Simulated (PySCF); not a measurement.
# Nitrogen: a sound run and one with changed settings

Sound run: N+ [He] 2s2 2p2, N(2+) [He] 2s2 2p1. All numbers are calculated (PySCF 2.14, the non-relativistic Hamiltonian (point nucleus), in cc-pVDZ). In the sound run the correlated levels freeze 1s2. The sound run starts from symmetry-adapted Hartree-Fock orbitals and uses a fine grid where one is needed.

Changed run: a valence shell is frozen. This setting is unsound on purpose.

| species | method | sound run (hartree) | changed run (hartree) | converged |
| --- | --- | --- | --- | --- |
| N+ | MP2 | -53.93437 | -53.88564 | yes |
| N+ | CCSD(T) | -53.95698 | -53.88711 | yes |

Ionisation energy of N+:

```csv
method,sound run (eV),changed run (eV)
UHF,29.247,29.247
MP2,29.469,29.388
SCS-MP2,29.364,29.294
CCSD,29.287,29.428
CCSD(T),29.292,29.428
CCSDT,n/a,29.428
FCI,n/a,29.428
```

Freezing a valence shell removes pair correlation that changes on ionisation.

For comparison, NIST gives 29.601 eV between the lowest levels.
